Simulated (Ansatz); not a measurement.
Start from `N#[C][GaH][Cl]` and change one atom or group to get `[CH3][Ga]([Cl])[C]#N`.

Ansatz, PBE0-D4/def2-TZVP geometries, multiplicity 1. 

Scalar relativity is left out up to krypton.

| property | `N#[C][GaH][Cl]` |
| --- | --- |
| HOMO–LUMO gap (PBE/def2-TZVPP) / eV | 4.52 |
| HOMO energy (PBE0/def2-TZVPP) / eV | -9.41 |
| LUMO energy (ωB97M-V/def2-TZVPP) / eV | -0.85 |
| ideal-gas entropy at 298 K and 1 bar (rigid rotor, harmonic PBE0-D4/def2-TZVP) / J/(mol·K) | 322 |
| zero-point energy (PBE0-D4/def2-TZVP) / kJ/mol | 42.0 |
| HOMO energy (PBE/def2-TZVPP) / eV | -7.98 |

Task: What does the change do to each property? (An estimate is asked.)

Result: Computed: 
| property | `[CH3][Ga]([Cl])[C]#N` | shift |
| --- | --- | --- |
| HOMO–LUMO gap (PBE/def2-TZVPP) / eV | 4.67 | 0.15 |
| HOMO energy (PBE0/def2-TZVPP) / eV | -9.07 | 0.34 |
| LUMO energy (ωB97M-V/def2-TZVPP) / eV | -0.38 | 0.47 |
| ideal-gas entropy at 298 K and 1 bar (rigid rotor, harmonic PBE0-D4/def2-TZVP) / J/(mol·K) | 378 | 56 |
| zero-point energy (PBE0-D4/def2-TZVP) / kJ/mol | 118.2 | 76.2 |
| HOMO energy (PBE/def2-TZVPP) / eV | -7.67 | 0.31 |

With PBE0 the HOMO rises by 0.34 eV and the LUMO rises by 0.48 eV, so the gap widens by about 0.14 eV. PBE moves the HOMO by 0.31 eV and ωB97M-V by 0.38 eV. The zero-point energy changes by 76.2 kJ/mol with +9 modes. Modes under 60 cm⁻¹, often nearly free rotors, make the harmonic entropy too high.
